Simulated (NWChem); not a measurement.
Species: TaOF₃ cation, doublet; SMILES of the neutral closed-shell parent [O]=[Ta]([F])([F])[F]

```xyz
5

Ta    -0.0022     0.0213    -0.0366
O     -0.0007     0.0047     1.8520
F      1.5959    -0.6361    -0.5911
F     -0.2988     1.7338    -0.5553
F     -1.2940    -1.1249    -0.5943
```
Atoms are numbered in this order, from 1.

Level: PBE0/def2-SVP with def2 effective core potentials on Ta, spin-unrestricted (NWChem), optimised geometry, unscaled harmonic frequencies. This spin state was assumed; another may lie lower. def2 effective core potentials on Ta; no spin-orbit coupling.

**Question.** List the harmonic frequencies with IR intensities, and the thermochemistry.

**Answer.** 
```json
[
 {"frequency (cm⁻¹)": "17", "IR intensity (km/mol)": "23.1"},
 {"frequency (cm⁻¹)": "153", "IR intensity (km/mol)": "15.2"},
 {"frequency (cm⁻¹)": "174", "IR intensity (km/mol)": "12.9"},
 {"frequency (cm⁻¹)": "187", "IR intensity (km/mol)": "5.0"},
 {"frequency (cm⁻¹)": "194", "IR intensity (km/mol)": "2.2"},
 {"frequency (cm⁻¹)": "746", "IR intensity (km/mol)": "54.7"},
 {"frequency (cm⁻¹)": "777", "IR intensity (km/mol)": "141.6"},
 {"frequency (cm⁻¹)": "790", "IR intensity (km/mol)": "22.4"},
 {"frequency (cm⁻¹)": "796", "IR intensity (km/mol)": "128.4"}
]
```

zero-point energy: 5.5 kcal/mol
thermal correction to the enthalpy at 298.15 K (with zero-point energy): 10.1 kcal/mol
heat capacity Cv: 18.2 cal/(mol K)
entropy at 298.15 K and 1 atm (symmetry number 1, electronic part: spin degeneracy alone): 88.0 cal/(mol K)

Rigid rotor and harmonic oscillator; modes under 100 cm⁻¹ make the entropy uncertain.
